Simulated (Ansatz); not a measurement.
Ga₁₁Sb₁₂H₃₂⁺, a nanocrystal cut from zinc blende GaSb (hydrogen-capped). Charge 1, multiplicity 1. Geometry PBE-D4/def2-SVP, basis def2-TZVP, Ansatz.

Cartesian coordinates in Å:
```
Ga 4.362 1.203 -3.150
Ga 3.983 -1.539 3.572
Ga -0.087 1.220 4.487
Ga 0.489 3.769 -3.058
Ga -1.931 3.749 1.080
Ga 1.659 1.426 0.441
Ga 1.662 -2.594 -1.639
Ga -0.574 -1.926 1.864
Ga -1.929 0.179 -1.469
Ga -4.314 -0.114 2.090
Ga -3.978 -4.166 -0.843
Sb 3.822 0.301 1.559
Sb 2.516 2.651 -1.755
Sb 2.832 -1.017 -3.486
Sb 0.234 2.728 2.241
Sb 1.658 -2.857 3.026
Sb -1.998 -0.411 3.463
Sb -0.961 4.963 -1.133
Sb -1.168 1.693 -3.544
Sb -3.315 1.627 0.246
Sb 0.272 -0.696 -0.328
Sb -1.913 -4.061 0.929
Sb -3.273 -1.963 -2.321
H 4.535 1.897 -4.549
H 5.466 0.830 -2.091
H 5.156 -2.506 3.182
H 3.700 -0.736 4.888
H -0.662 2.136 5.623
H 1.213 0.319 4.532
H 0.748 4.651 -4.334
H -2.772 4.783 1.919
H 2.772 -3.048 -0.606
H 0.606 -3.547 -2.328
H -5.404 0.624 2.943
H -4.476 -1.458 1.267
H -5.250 -3.702 -0.053
H -3.732 -5.393 -1.789
H 4.910 1.590 1.875
H 4.647 -0.297 0.180
H 3.295 4.056 -1.141
H 3.626 -1.993 -4.653
H 1.541 -0.543 -4.517
H 1.187 4.117 2.588
H 1.106 -3.593 4.475
H 2.004 -4.317 2.194
H -2.343 -1.555 4.701
H -0.001 6.287 -0.621
H -2.196 5.885 -1.887
H -2.554 2.255 -4.384
H -0.536 0.702 -4.792
H -4.583 2.278 -0.717
H -0.681 -5.129 0.394
H -2.368 -4.970 2.311
H -2.373 -2.430 -3.705
H -4.628 -1.353 -3.178
```

```
run  HOMO (eV)  LUMO (eV)
  A      -8.06      -5.08
  B      -8.44      -5.04
  C      -8.22      -5.16
  D      -9.06      -4.50
```

In the def2 sets Sb takes a core potential; there is no spin–orbit coupling. Single mean-field runs in def2-TZVP are fitted with def2-universal-jkfit.

The runs used BLYP, PBE, PBE0, r2SCAN. Estimate which is which.

A BLYP (0 % exact exchange); B r2SCAN (0 % exact exchange); C PBE (0 % exact exchange); D PBE0 (25 % exact exchange). Exact exchange lowers occupied and raises empty levels; among semilocal functionals meta-GGAs tend to open the gap a little, and such runs are hard to tell apart. The gap grows from 2.99 eV (BLYP) to 4.56 eV (PBE0).
